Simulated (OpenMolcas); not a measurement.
Computed levels of 3s² 3p² in ions with 14 electrons, in cm-1 above ³P₀.

```json
{
 "Program": "OpenMolcas",
 "Method": "CASSCF",
 "Basis": "ANO-R2",
 "Scalar Hamiltonian": "X2C, finite nucleus",
 "Spin-orbit coupling": "state interaction with AMFI integrals over the reference wave functions, term energies averaged over their components"
}
```

Active space for each ion: 4 electrons in 8 orbitals (3s 3p 4s 4p).

| Level | P+ | S2+ | Ar4+ |
| --- | --- | --- | --- |
| ³P₁ | 140 | 261 | 705 |
| ³P₂ | 402 | 738 | 1894 |
| ¹D₂ | 10434 | 14344 | 19308 |
| ¹S₀ | 19106 | 25589 | 35236 |

Task: Estimate ³P₂, ¹D₂, ¹S₀ for Cl3+ from its neighbours S2+ and Ar4+.

Result: ³P₂ is fine structure, which grows about as the fourth power of a screened charge, so the fourth roots are averaged: ((738^0.25 + 1894^0.25) / 2)^4 = 1215. The calculation gives 1217, so the estimate is off by -0.2 %; the measured value is 1341 (Moore, Atomic Energy Levels, vol. I, NSRDS-NBS 35 (1971 reprint of NBS Circular 467, 1949)).
¹D₂ is another term, which grows about linearly with the charge: (14344 + 19308) / 2 = 16826. The calculation gives 16730, so the estimate is off by +0.6 %; the measured value is 13766 (Moore, Atomic Energy Levels, vol. I, NSRDS-NBS 35 (1971 reprint of NBS Circular 467, 1949)).
¹S₀ is another term, which grows about linearly with the charge: (25589 + 35236) / 2 = 30412. The calculation gives 30346, so the estimate is off by +0.2 %; the measured value is 32550 (Moore, Atomic Energy Levels, vol. I, NSRDS-NBS 35 (1971 reprint of NBS Circular 467, 1949)).

Without dynamic correlation excited terms often stand tens of per cent too high (terms of higher spin than the ground term too low), and those without a measured partner can miss by more than the paired ones (holds for P+). Terms from blocks run as CI alone lack orbitals of their own (holds for P+). The run also gave levels led by 3s 3p² 4s, 3s² 3p 4p, which use shells meant for correlation; these and all levels above them are left out (holds for P+). The run also gave levels led by 3s² 3p 4p, which use shells meant for correlation; these and all levels above them are left out (holds for S2+). Active for correlation alone: 4p 4s; no level in the range computed is led by a configuration that fills them, so any true level of that kind is missing (holds for Cl3+; Ar4+). Measured partners are found by configuration, term and J. A level has none where our copy of the source lacks it or the pairing is in doubt (some pairs that miss far off the trend of their configuration count as doubtful), and it then counts in no deviation. Levels of configurations outside the active space are missing.
